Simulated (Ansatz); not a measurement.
Basis sets compared for HfO₄H₄ (the lowest singlet isomer of a short search). The state is a singlet with charge 0. Geometry r2SCAN-D4/def2-SVP. Ansatz on 4 threads of Arm Neoverse V2 on a shared host; times are rough, and most runs start from earlier orbitals.

Cartesian coordinates in Å:
```
Hf -0.374 0.066 0.047
O 0.619 -1.624 -1.152
O 0.858 -0.042 1.533
O 0.562 -0.262 -1.736
O -1.213 1.786 -0.121
H 1.576 -1.748 -1.017
H 1.371 0.247 2.290
H -1.804 -1.078 0.396
H -1.595 2.655 -0.242
```

In the def2 sets Hf takes a core potential; there is no spin–orbit coupling. The structure holds one bond between oxygen atoms, so isomers without such links may lie far lower. The structure comes from a short search, and lower isomers may exist.

Binding counts from free atoms (Hf triplet, O triplet, H doublet) in the same basis, without a counterpoise term.

```json
{"level": "PBE-D4/def2-SVP", "functions": "108", "energy (Eh)": "-350.8861", "HOMO (eV)": "-6.06", "LUMO (eV)": "-1.81", "binding per atom (eV)": "4.13", "wall time": "0.9 s"}
{"level": "PBE-D4/def2-TZVP", "functions": "188", "energy (Eh)": "-351.2675", "HOMO (eV)": "-6.21", "LUMO (eV)": "-1.94", "binding per atom (eV)": "4.11", "wall time": "1.4 s"}
{"level": "r2SCAN-D4/def2-TZVP", "functions": "188", "energy (Eh)": "-351.4331", "HOMO (eV)": "-6.56", "LUMO (eV)": "-1.58", "binding per atom (eV)": "4.02", "wall time": "2.8 s"}
{"level": "PBE0-D4/def2-SVP", "functions": "108", "energy (Eh)": "-350.8350", "HOMO (eV)": "-7.54", "LUMO (eV)": "-0.45", "binding per atom (eV)": "3.92", "wall time": "0.95 s"}
{"level": "PBE0-D4/def2-TZVP", "functions": "188", "energy (Eh)": "-351.2171", "HOMO (eV)": "-7.64", "LUMO (eV)": "-0.49", "binding per atom (eV)": "3.92", "wall time": "1.8 s"}
```

Estimate the rows for PBE-D4/def2-TZVPD, r2SCAN-D4/def2-TZVPD, PBE0-D4/def2-TZVPD.


```
               level  functions  energy (Eh)  HOMO (eV)  LUMO (eV)  binding per atom (eV)  wall time
   PBE-D4/def2-TZVPD        239    -351.2725      -6.30      -2.10                   4.11      2.2 s
r2SCAN-D4/def2-TZVPD        239    -351.4367      -6.61      -1.70                   4.02        4 s
  PBE0-D4/def2-TZVPD        239    -351.2213      -7.70      -0.73                   3.92      2.7 s
```
